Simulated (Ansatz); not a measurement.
Ligands exchanged one at a time, Ga OH-SiH3. Gas-phase values, no solvent. One relaxed conformer stands for each flexible species; it need not be the lowest. Strings in code marks are SMILES.

Quantity: redistribution energy (mixed species minus the weighted end members), in eV.

Case: 2 of 3 OH replaced by SiH3: `[OH][Ga]([SiH3])[SiH3]` (H–O–Ga–Si torsion 1°). The other species in the difference include `[OH][Ga]([OH])[OH]` (neutral, multiplicity 1). Geometry of `[OH][Ga]([SiH3])[SiH3]` (neutral, multiplicity 1, Å):

```xyz
11

O     -0.1034     2.0328     0.9979
Ga    -0.0612     0.4193     0.2061
Si     2.1255    -0.5822    -0.0975
Si    -2.2755    -0.3442    -0.3752
H      0.7561     2.3708     1.2577
H      2.8589    -0.6437     1.1985
H      2.0339    -1.9624    -0.6464
H      2.9401     0.2376    -1.0391
H     -2.9293     0.6122    -1.3102
H     -3.1218    -0.4629     0.8438
H     -2.2235    -1.6773    -1.0357
```

Problem. What is the computed redistribution energy (mixed species minus the weighted end members) (HF/cc-pVTZ // PBE0-D3(BJ)/def2-TZVP (Ansatz, an electronic-structure program))?

Solution. -0.031 eV.
